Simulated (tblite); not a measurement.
CNO (SMILES [N]=C=O), doublet, geometry from GFN2-xTB; GFN1-xTB in tblite.

tblite was given this input:
```
$ tblite run mol.xyz --method gfn1 --charge 0 --spin 1 --etemp 2000 --json tblite.json --no-restart

# file mol.xyz
3

N     -0.00000000    -0.00000000    -1.24271828
C     -0.00000000    -0.00000000    -0.04267674
O      0.00000000     0.00000000     1.11938605
```

Problem. What does tblite print? Leave out banner, timings and long lists.

Solution. 
```
xTB calculator
 | screened Coulomb repulsion
 | Coulomb electrostatics
 |  * isotropic Klopman-Ohno-Mataga-Nishimoto electrostatics
 |  * onsite third-order electrostatics
 | DFT-D3(BJ) dispersion correction

halogen bonding energy    0.0000000000000E+00 Eh
repulsion energy          1.2324557913578E-01 Eh
dispersion energy        -4.1231289370893E-04 Eh
number of electrons       1.5000000000000E+01 e
integral cutoff           1.7350510997663E+01 bohr

------------------------------------------------------------
  cycle        total energy    energy error   density error
------------------------------------------------------------
      1     -9.585960362649  -9.7087936E+00   8.3774805E-01
      2     -9.894220378967  -3.0826002E-01   4.0529904E-01
      3     -9.903875904370  -9.6555254E-03   2.2537476E-01
      4     -9.902299219562   1.5766848E-03   6.3275893E-02
      5     -9.904854460917  -2.5552414E-03   1.4800573E-02
      6     -9.904986043874  -1.3158296E-04   1.7013954E-03
      7     -9.904987665749  -1.6218742E-06   4.3151758E-04
      8     -9.904987768405  -1.0265660E-07   6.3597368E-05
      9     -9.904987770688  -2.2826594E-09   4.5207870E-07
------------------------------------------------------------

electronic energy        -1.0027821036930E+01 Eh
total energy             -9.9049877706878E+00 Eh

Post processing:
 | Mayer-Wiberg bond orders

[Info] JSON dump of results written to 'tblite.json'
```
